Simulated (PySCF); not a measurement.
CH₅O, SMILES [OH2+]C, charge +1.

Geometry: B3LYP-D3(BJ)/def2-TZVP. The isomer is the one that the SMILES or the coordinates give; other isomers of the formula were not compared.

Level of theory: TDA-ωB97X/def2-TZVPD (PySCF 2.14.0).

Vertical excitations. The molecule is in vacuum. State labels are in the subgroup Cs.

Computed UV-visible absorptions:
```csv
state,symmetry,energy (eV),λ (nm),f,main pairs
S1,A',9.62,129,0.001,HOMO→LUMO 89 %
S2,A",10.72,116,0.005,HOMO−1→LUMO 81 %
S3,A',11.58,107,0.004,"HOMO→LUMO+1 58 %, HOMO−2→LUMO 11 %"
S4,A",12.20,102,0.007,HOMO→LUMO+2 85 %
S5,A',12.44,100,0.128,"HOMO−2→LUMO 60 %, HOMO→LUMO+1 22 %"
S6,A",12.71,98,0.059,HOMO−1→LUMO+1 78 %
S7,A',13.26,94,0.094,"HOMO→LUMO+3 50 %, HOMO−2→LUMO 14 %, HOMO→LUMO+4 9 %, HOMO→LUMO+1 8 %"
S8,A',13.62,91,0.051,"HOMO→LUMO+5 26 %, HOMO→LUMO+3 21 %, HOMO→LUMO+4 20 %, HOMO−1→LUMO+2 19 %"
S9,A',13.83,90,0.084,HOMO−1→LUMO+2 74 %
S10,A",13.93,89,0.040,HOMO→LUMO+6 82 %
T1,A',8.97,138,0,HOMO→LUMO 81 %
T2,A",10.05,123,0,"HOMO−1→LUMO 67 %, HOMO−1→LUMO+1 13 %"
T3,A',10.90,114,0,"HOMO→LUMO+1 41 %, HOMO−2→LUMO 21 %, HOMO→LUMO+7 7 %, HOMO→LUMO 7 %"
T4,A',11.71,106,0,"HOMO−2→LUMO 49 %, HOMO→LUMO+1 26 %"
```
Triplets are in the Tamm–Dancoff approximation.
